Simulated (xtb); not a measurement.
BeH5NSi, SMILES [NH2][Be][SiH3]. All values are semi-empirical tight-binding results from xtb (GFN2-xTB unless named), good for trends rather than for accurate numbers. The structure is a stationary point at GFN2-xTB. The values are those of a single conformer.

Optimised geometry:

Bonded distances (Å): Be1–N2 1.511, Be1–Si5 2.160, N2–H3 1.008, N2–H4 1.008, Si5–H6 1.473, Si5–H7 1.473, Si5–H8 1.473. Bond angles (°): N2–Be1–Si5 179.0, Be1–N2–H3 127.1, Be1–N2–H4 127.6, H3–N2–H4 105.3, Be1–Si5–H6 117.5, Be1–Si5–H7 117.2, Be1–Si5–H8 116.8, H6–Si5–H7 101.0, H6–Si5–H8 100.7, H7–Si5–H8 100.8.

For metal compounds this method's bond lengths and energies can be far off.

Computed properties:
```
Property                                      Result
-------------------------------------  -------------
orbital gap                                  4.00 eV
zero-point energy                      30.2 kcal/mol
G − E(el) at 298.15 K (modified RRHO)  12.1 kcal/mol
```

Computed atomic charges and the Wiberg bond orders between heavy atoms:
charges (e) Be1 0.46, N2 -0.53, H3 0.14, H4 0.14, Si5 0.27, H6 -0.16, H7 -0.16, H8 -0.16. Bond orders Be1–N2 1.19, Be1–Si5 0.88.
